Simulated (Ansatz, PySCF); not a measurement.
Reaction (SMILES): C=CC[SiH3] -> C=C[CH][SiH3] + H atom (the C-H bond at the site shown breaks; other sites are not compared here)
Geometries: B3LYP-D3(BJ)/def2-TZVP minima from Ansatz (an electronic-structure program), one conformer each, not searched for the lowest. Markedly spin-contaminated UHF reference, which strains HF, MP2 and, less, CCSD(T): C=C[CH][SiH3].

Wanted: bond dissociation energy (enthalpy at 298 K, with B3LYP-D3(BJ) rigid-rotor harmonic-oscillator terms from PySCF), in kJ/mol. Correlated levels leave the core frozen unless marked. Open shells are spin-unrestricted. Spin-orbit coupling is left out. Non-relativistic. Basis-set limits of correlation are two-point, X^-3; Hartree-Fock from the larger set.

| level | program | bond dissociation energy (kJ/mol) |
|---|---|---|
| revPBE-D4/def2-TZVPD | Ansatz + dftd4 | 333.1 |
| r2SCANh/def2-TZVPD | Ansatz | 328.6 |
| r2SCAN0/def2-TZVPD | Ansatz | 329.0 |
| CAM-B3LYP-D3(BJ)/def2-TZVPD | Ansatz + dftd3 | 346.8 |
| wB97M-V/def2-TZVPD | Ansatz | (withheld) |
| B2PLYP-D4/def2-TZVPD | Ansatz + dftd4 | 347.6 |
| SCS-MP2/STO-3G | Ansatz | 456.3 |
| SCS-MP2/cc-pV(D+d)Z | Ansatz | 367.1 |
| SCS-MP2/aug-cc-pV(T+d)Z | Ansatz | 388.7 |
| CCSD/cc-pV(D+d)Z | Ansatz | (withheld) |
| CCSD(T)/CBS(aug-cc-pV(T+d)Z,aug-cc-pV(Q+d)Z) | Ansatz | 358.8 |

Task: What belongs in the gaps?

Result: 
- wB97M-V/def2-TZVPD, bond dissociation energy (kJ/mol): 355.5
- CCSD/cc-pV(D+d)Z, bond dissociation energy (kJ/mol): 338.2
